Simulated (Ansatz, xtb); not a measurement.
Relative energy of two isomers of C2H5FGeO

Structure a: `F[C@@H]1O[C@H]1[GeH3]`, a singlet. Structure b: `F[C@@H]1O[C@@H]1[GeH3]`, a singlet. Both are isolated molecules in the gas phase, relaxed with B3LYP/def2-SVP.

Energies in hartree; the thermal terms are from GFN2-xTB frequencies at re-optimised GFN2-xTB minima (ideal gas, soft modes damped towards free rotors, one conformer each, 298.15 K, 1 atm) and include the zero-point energy:

|  | a | b |
| --- | --- | --- |
| E, CCSD(T)/def2-SVP | −2328.709709 | −2328.711017 |
| E, MP2/def2-SVP | −2328.654434 | −2328.655682 |
| E, MP2/def2-TZVPP | −2329.426835 | −2329.427302 |
| zero-point energy | 0.060630 | 0.060899 |
| H(298 K) − E | 0.068059 | 0.068106 |
| G(298 K) − E | 0.029360 | 0.030142 |

Question: Correct the CCSD(T) difference for the basis set by the MP2 change, then work out ΔE, ΔE₀, ΔH and ΔG for a → b in kJ/mol (1 Eh = 2625.50 kJ/mol) and the equilibrium ratio [b]/[a].

Answer: 1. Differences b − a: CCSD(T) −0.001308, MP2 in the small set −0.001248, MP2 in the large set −0.000467 Eh.
2. ΔE = −0.001308 + (−0.000467 − (−0.001248)) = −0.000527 Eh = −1.38 kJ/mol.
3. ΔE₀ = ΔE + ΔZPE = −0.000527 + (+0.000269) Eh = −0.68 kJ/mol.
4. ΔH = ΔE + (+0.000047) Eh = −1.26 kJ/mol.
5. ΔG = ΔE + (+0.000782) Eh = +0.67 kJ/mol, so ΔS = (ΔH − ΔG)/T = −6.5 J/(mol K).
6. kT = 0.9442 mEh, so K = [b]/[a] = exp(−ΔG/kT) = exp(−0.27) ≈ 0.76.

The two are too close for this level to say which is favoured. An error of 4 kJ/mol in ΔG would change K by a factor of 5. Mirror images and further conformers aren't counted.

As drawn, both hold the same kinds of bond in the same numbers.

Other levels gave ΔE = −11.6 (GFN2-xTB); +8.0 (HF/STO-3G, GFN2-xTB geometries); +2.2 (r2SCAN-D4/def2-SVP, GFN2-xTB geometries); −2.6 (B3LYP/def2-SVP); −2.9 (HF/def2-SVP); −3.3 (MP2/def2-SVP); −3.4 (CCSD(T)/def2-SVP) kJ/mol. The correlated steps freeze 13 core orbitals; the filled d shell of Ge is correlated, in a basis made for valence electrons. Programs: Ansatz 0.2.0, xtb 6.7.1.
